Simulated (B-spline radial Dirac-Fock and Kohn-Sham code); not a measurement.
# How the levels of rhodium move as electrons are removed

These are calculated numbers from a radial B-spline solver; the model is Dirac-Fock ΔSCF + Breit + QED. Each ion is free and in its tabulated ground configuration. Electron correlation is not included.

Reference: Rh¹¹⁺, [Ar] 3d10 4s2 4p4, with K (1s) 23467.8 eV, L1 (2s) 3665.6 eV, L2 (2p1/2) 3395.2 eV, M1 (3s) 869.1 eV, M2 (3p1/2) 762.7 eV. Shifts from it, in eV (a dash: the subshell is empty, belongs to an open shell averaged over j, or its hole state is left out as unreliable):

| ion | configuration | K (1s) | L1 (2s) | L2 (2p1/2) | M1 (3s) | M2 (3p1/2) |
| --- | --- | --- | --- | --- | --- | --- |
| Rh¹²⁺ | [Ar] 3d10 4s2 4p3 | +33.4 | +31.8 | – | +29.7 | – |
| Rh¹³⁺ | [Ar] 3d10 4s2 4p2 | +67.8 | +64.5 | +64.7 | +60.1 | +59.8 |
| Rh¹⁴⁺ | [Ar] 3d10 4s2 4p1 | ? | ? | ? | ? | ? |
| Rh¹⁵⁺ | [Ar] 3d10 4s2 | +140.1 | +132.7 | +133.4 | +123.3 | +122.8 |
| Rh¹⁶⁺ | [Ar] 3d10 4s1 | +177.6 | +168.1 | +169.8 | – | +156.3 |
| Rh¹⁷⁺ | [Ar] 3d10 | +216.9 | +204.9 | +207.0 | +189.4 | +190.5 |
| Rh¹⁸⁺ | [Ar] 3d9 | +289.9 | +277.3 | +279.7 | +246.1 | +247.0 |
| Rh¹⁹⁺ | [Ar] 3d8 | +365.3 | +351.8 | +354.6 | +304.0 | +304.8 |

Q: Give the missing shifts for Rh¹⁴⁺.

A: K (1s) +103.4, L1 (2s) +98.1, L2 (2p1/2) +98.6, M1 (3s) +91.4, M2 (3p1/2) +90.9 (eV).
